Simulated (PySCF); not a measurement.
A PySCF script (with the pyscf-properties extension) for the NMR shieldings of `InChI=1S/C3H10BN/c1-3(2)4-5/h3-4H,5H2,1-2H3`, on a PBE0-D3(BJ)/def2-SVP geometry:

```python
import basis_set_exchange as bse
import numpy as np
from pyscf import gto, dft
from pyscf.prop import nmr

atoms = """
C    -0.836270   -1.129299    0.278435
C     0.378694   -0.211627    0.128283
C     0.065605    0.958506   -0.807976
B     1.621080   -1.025301   -0.420217
N     2.826314   -1.111922    0.271712
H    -1.711891   -0.580954    0.665593
H    -1.123897   -1.564391   -0.693122
H    -0.639388   -1.967145    0.966643
H     0.622511    0.203086    1.125677
H    -0.812153    1.530067   -0.460481
H     0.909520    1.662309   -0.885772
H    -0.158438    0.600871   -1.827036
H     1.545006   -1.601614   -1.488759
H     3.628427   -1.622444   -0.072870
H     2.981141   -0.665081    1.167194
"""
names = dict.fromkeys(["C", "B", "N", "H"], "pcSseg-1")
basis = {el: gto.basis.parse(bse.get_basis(n, elements=[el], fmt="nwchem")) for el, n in names.items()}
mol = gto.M(atom=atoms, basis=basis, charge=0, verbose=0)
mf = dft.RKS(mol, xc="PBE0")
mf.grids.level = 2
mf.grids.alignment = dft.numint.BLKSIZE   # the property module wants whole blocks of grid points
mf.conv_tol = 1e-9
mf.kernel()

calc = nmr.RKS(mf)   # GIAO
C = mf.mo_coeff
Co = C[:, mf.mo_occ > 0]
resp = mf.gen_response(singlet=True, hermi=2)
def vind(x):   # induced exchange potential for any number of trial vectors
    d = np.einsum("pi,xij,qj->xpq", C, 2 * x.reshape(-1, C.shape[1], Co.shape[1]), Co, optimize=True)
    return np.einsum("xpq,pi,qj->xij", resp(d - d.transpose(0, 2, 1)), C, Co, optimize=True).ravel()
mo1, _ = nmr.rhf.solve_mo1(calc, with_cphf=vind)
sigma = calc.kernel(mo1)
for i, s in enumerate(sigma):   # ppm
    print("%2d %-2s %9.2f" % (i, mol.atom_pure_symbol(i), np.trace(s) / 3))
```

**Question.** What does it print?

**Answer.** 
```
 0 C     164.15
 1 C     161.17
 2 C     164.37
 3 B      57.29
 4 N     155.01
 5 H      30.28
 6 H      30.42
 7 H      30.36
 8 H      30.74
 9 H      30.28
10 H      30.40
11 H      30.42
12 H      26.62
13 H      27.32
14 H      27.50
```

These numbers come from an equivalent density-fitted implementation of the same equations, which agrees with the script to about 0.01 ppm for H and up to a few tenths of a ppm for heavy atoms, so last digits may differ.

Size and cost of the density-fitted run: 135 basis functions, 12 s wall time on 1 thread of an Arm Neoverse V1, shared host; peak memory 0.67 GiB.
